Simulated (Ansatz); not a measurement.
Molecule: AlF2 (charge +1, singlet). 
Coordinates optimised at B3LYP-D3(BJ)/def2-TZVP (Ansatz, an electronic-structure program):
```xyz
3

Al     0.0000     0.0000     0.0000
F      0.0000     0.0000     1.5918
F      0.0000     0.0000    -1.5918
```
Charge +1, spin multiplicity 1.

Basis-set convergence of Hartree-Fock and CCSD(T) correlation energies (hartree) with Ansatz. Valence correlation only, unless marked. No spin-orbit coupling. No relativistic terms.

```tsv
basis	functions	E(HF)	E(corr, CCSD(T))
aug-cc-pV(D+d)Z	78	-440.64181	-0.46824
aug-cc-pV(T+d)Z	147	-440.70731	-0.58600
aug-cc-pV(Q+d)Z	249	-440.72601	-0.62826
```

Extrapolating the two largest sets (X = 3 and 4) as X^-3: E(corr) = (64·(-0.62826) - 27·(-0.58600))/37 = -0.6591 Eh, an estimate of the basis-set limit. The largest set recovers 95.3 % of it, the smallest 71.0 %.
